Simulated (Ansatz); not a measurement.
Basis-set extrapolation for C₃H₆AlNO, SMILES `N/[C]([AlH2])=C\C=O` (PBE0-D4/def2-TZVP geometry, frozen core, Ansatz). Multiplicity 1, RHF reference.

```
                      def2-TZVPP   def2-QZVPP
                 HF  -488.392699  -488.411039
    MP2 correlation    -0.991740    -1.061674
CCSD(T) correlation    -1.072280      not run
```

Energies in hartree. Use E(X) = E(∞) + A·exp(−7.88·√X) for Hartree–Fock and E(X) = E(∞) + B·X^(−2.97) for correlation, with X = 3 and 4, and add CCSD(T) minus MP2 of the smaller set to the MP2 limit.

**Question.** What is the CCSD(T) energy at the basis-set limit?

**Answer.** HF limit: -488.411039 + (-0.018340) × 0.13774 = -488.41357. MP2 limit: -1.061674 + (-0.069934) × 0.74074 = -1.11348. Higher-order term: -1.072280 − (-0.991740) = -0.08054. Total: -489.60759 hartree, 374.4 kJ/mol below CCSD(T)/def2-TZVPP.
